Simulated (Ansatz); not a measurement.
CH₅ClNOTa, SMILES `[CH3][Ta]([NH2])(=[O])[Cl]`. The species carries charge 0 and has multiplicity 1. Ta takes the def2 core potential.

```xyz
10

C     1.066   -0.923   -0.700
Ta   -0.702    0.249   -0.322
N    -0.558    0.884    1.528
O    -1.982   -0.886   -0.325
Cl   -0.893    1.893   -1.952
H     1.975   -0.317   -0.622
H     1.009   -1.325   -1.719
H     1.152   -1.770   -0.015
H    -1.131    0.573    2.298
H     0.064    1.622    1.829
```

**Question.** List the harmonic frequencies (cm⁻¹, unscaled) at PBE0-D4/def2-TZVP in Ansatz. (Best estimate.)

**Answer.** Computed: 115, 123, 136, 164, 201, 229, 376, 408, 525, 530, 573, 596, 627, 701, 1018, 1202, 1414, 1422, 1547, 3026, 3107, 3131, 3568, 3668.

**Question.** Is this a minimum?

**Answer.** Yes, all 24 modes are real.

**Question.** Give the ideal-gas thermochemistry at 298.15 K and 1 bar (rigid rotor, harmonic oscillator; point group C1, symmetry number 1).

**Answer.** Zero-point energy 169.9 kJ/mol; H(298) − E = 194.2 kJ/mol; entropy 381.6 J/(mol·K), of which translation 178.4, rotation 117.0, vibration 86.3; G(298) − E = 80.4 kJ/mol.

**Question.** And at 400, 500, 600, 800 and 1000 K?

**Answer.** 
```tsv
T (K)	H − E (kJ/mol)	S (J/mol/K)	G − E (kJ/mol)
400	207.6	420.2	39.5
500	222.1	452.6	-4.2
600	237.7	481.0	-50.9
800	271.3	529.3	-152.1
1000	307.4	569.4	-262.0
```

**Question.** Rotational constants (cm⁻¹)?

**Answer.** 0.1037, 0.05926, 0.05501.
